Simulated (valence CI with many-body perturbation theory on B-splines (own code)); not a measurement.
# Energy levels of Cr3+

Calculated by relativistic CI+MBPT: three valence electrons over a frozen Dirac-Fock core [Ar], radial functions for each j: 7 s, 7 p, 8 d, 6 f, 4 g, 1 h, with the one-electron correlation potential Σ1, the two-electron term Σ2, the three-electron term Σ3, Breit, model QED; selected CI, second order for the rest, scaled by the run's own slope (own B-spline code, finite nucleus).

Set against measurement, 66 paired levels are off by 1294 cm⁻¹ on average, the worst by 2161. These come from a selection out of Sugar and Corliss, J. Phys. Chem. Ref. Data 6, 317 (1977). Levels without a partner in it may be off by more, other configurations by 1,000 to 8,000 cm⁻¹. The list stops below the first excitations out of the core.

Levels 91 to 135 of 157, with energies above the lowest level, 3d3 4F_3/2. "Leading %" is the weight of the configuration and term that name the level; weights of strongly mixed levels are sums over their largest components and can fall short. In the jj column 3d3/2^4 stands for four electrons in 3d with j = 3/2.

| No. | Configuration | Term | J | E (cm⁻¹) | Leading % | Second component | Leading jj |
| --- | --- | --- | --- | --- | --- | --- | --- |
| 91 | 3d2.4d | 4H | 11/2 | 232045 | 86 | 12 % 3d2.4d 4G | 3d3/2 3d5/2 4d5/2 (45 %) |
| 92 | 3d2.4d | 4D | 5/2 | 232074 | 96 |  | 3d3/2 3d5/2 4d5/2 (55 %) |
| 93 | 3d2.4d | 4H | 13/2 | 232441 | 98 |  | 3d5/2^2 4d5/2 (77 %) |
| 94 | 3d2.4d | 4D | 7/2 | 232495 | 92 | 5 % 3d2.4d 2F | 3d5/2^2 4d5/2 (49 %) |
| 95 | 3d2.4d | 2P | 1/2 | 233918 | 95 |  | 3d3/2 3d5/2 4d5/2 (53 %) |
| 96 | 3d2.4d | 2P | 3/2 | 234666 | 95 |  | 3d5/2^2 4d5/2 (44 %) |
| 97 | 3d2.4d | 4P | 1/2 | 235966 | 97 |  | 3d3/2^2 4d5/2 (45 %) |
| 98 | 3d2.4d | 2G | 7/2 | 235994 | 97 |  | 3d3/2 3d5/2 4d5/2 (38 %) |
| 99 | 3d2.4d | 4P | 3/2 | 236268 | 95 |  | 3d3/2 3d5/2 4d5/2 (45 %) |
| 100 | 3d2.4d | 2G | 9/2 | 236553 | 97 |  | 3d3/2 3d5/2 4d5/2 (30 %) |
| 101 | 3d2.4d | 4P | 5/2 | 236615 | 94 |  | 3d5/2^2 4d3/2 (42 %) |
| 102 | 3d2.4d | 2H | 9/2 | 237454 | 98 |  | 3d3/2 3d5/2 4d5/2 (34 %) |
| 103 | 3d2.4d | 2D | 3/2 | 237609 | 96 |  | 3d3/2 3d5/2 4d5/2 (38 %) |
| 104 | 3d2.4d | 2D | 5/2 | 237899 | 94 |  | 3d5/2^2 4d5/2 (52 %) |
| 105 | 3d2.4d | 2H | 11/2 | 238138 | 98 |  | 3d5/2^2 4d3/2 (32 %) |
| 106 | 3d2.4d | 4F | 3/2 | 239296 | 98 |  | 3d3/2^2 4d3/2 (32 %) |
| 107 | 3d2.4d | 4F | 5/2 | 239509 | 98 |  | 3d3/2 3d5/2 4d3/2 (46 %) |
| 108 | 3d2.4d | 4F | 7/2 | 239797 | 98 |  | 3d3/2 3d5/2 4d5/2 (44 %) |
| 109 | 3d2.4d | 4F | 9/2 | 240154 | 98 |  | 3d5/2^2 4d5/2 (46 %) |
| 110 | 3d2.4d | 2S | 1/2 | 245158 | 94 |  | 3d5/2^2 4d3/2 (25 %) |
| 111 | 3d2.4d | 2P | 3/2 | 245782 | 97 |  | 3d3/2 3d5/2 4d5/2 (43 %) |
| 112 | 3d2.4d | 2F | 5/2 | 245842 | 92 | 6 % 3d2.5s 2F | 3d3/2 3d5/2 4d3/2 (27 %) |
| 113 | 3d2.4d | 2F | 7/2 | 246147 | 92 | 5 % 3d2.5s 2F | 3d5/2^2 4d5/2 (44 %) |
| 114 | 3d2.4d | 2P | 1/2 | 246420 | 94 |  | 3d5/2^2 4d5/2 (66 %) |
| 115 | 3d2.4d | 2G | 9/2 | 248296 | 91 | 6 % 3d2.4d 4F | 3d3/2 3d5/2 4d5/2 (44 %) |
| 116 | 3d2.4d | 2G | 7/2 | 248329 | 94 |  | 3d3/2 3d5/2 4d3/2 (38 %) |
| 117 | 3d2.5s | 4F | 3/2 | 248716 | 96 |  | 3d3/2^2 5s (68 %) |
| 118 | 3d2.5s | 4F | 5/2 | 248957 | 93 |  | 3d3/2 3d5/2 5s (53 %) |
| 119 | 3d2.5s | 4F | 7/2 | 249329 | 90 | 6 % 3d2.4d 4F | 3d3/2 3d5/2 5s (80 %) |
| 120 | 3d2.4d | 4F | 3/2 | 249340 | 76 | 9 % 3d.4s2 2D | 3d3/2 3d5/2 4d3/2 (35 %) |
| 121 | 3d.4s2 | 2D | 3/2 | 249476 | 34 | 21 % 3d2.4d 2D | 3d3/2 4s^2 (34 %) |
| 122 | 3d2.4d | 4F | 5/2 | 249487 | 91 |  | 3d3/2 3d5/2 4d3/2 (53 %) |
| 123 | 3d2.4d | 4F | 7/2 | 249679 | 84 | 7 % 3d2.5s 4F | 3d3/2 3d5/2 4d5/2 (67 %) |
| 124 | 3d2.5s | 4F | 9/2 | 249813 | 73 | 22 % 3d2.4d 4F | 3d5/2^2 5s (58 %) |
| 125 | 3d2.4d | 4D | 5/2 | 249877 | 72 | 12 % 3d2.4d 2D | 3d3/2 3d5/2 4d3/2 (33 %) |
| 126 | 3d2.4d | 4D | 1/2 | 249896 | 98 |  | 3d3/2 3d5/2 4d3/2 (78 %) |
| 127 | 3d2.4d | 4D | 3/2 | 249978 | 84 | 7 % 3d.4s2 2D | 3d3/2 3d5/2 4d3/2 (32 %) |
| 128 | 3d2.4d | 4F | 9/2 | 250002 | 68 | 25 % 3d2.5s 4F | 3d5/2^2 4d5/2 (47 %) |
| 129 | 3d2.4d | 4D | 7/2 | 250141 | 91 | 5 % 3d2.4d 4F | 3d3/2 3d5/2 4d5/2 (48 %) |
| 130 | 3d.4s2 | 2D | 5/2 | 250354 | 36 | 31 % 3d2.4d 2D | 3d5/2 4s^2 (36 %) |
| 131 | 3d2.5s | 2F | 5/2 | 250704 | 89 | 6 % 3d2.4d 2F | 3d3/2 3d5/2 5s (63 %) |
| 132 | 3d2.4d | 2F | 5/2 | 250857 | 97 |  | 3d3/2 3d5/2 4d5/2 (44 %) |
| 133 | 3d2.4d | 2F | 7/2 | 250925 | 94 |  | 3d3/2 3d5/2 4d5/2 (32 %) |
| 134 | 3d2.5s | 2F | 7/2 | 251443 | 89 | 6 % 3d2.4d 2F | 3d5/2^2 5s (61 %) |
| 135 | 3d2.4d | 2D | 3/2 | 252444 | 48 | 37 % 3d.4s2 2D | 3d3/2 4s^2 (37 %) |

Names give the largest LS component (configuration and term), which can be under half, so a name can repeat, a term be missing and a line seem to break the LS rules; names also repeat where a configuration has a term twice.

Where two levels of one J and parity lie close, their mixing, g and order are uncertain.
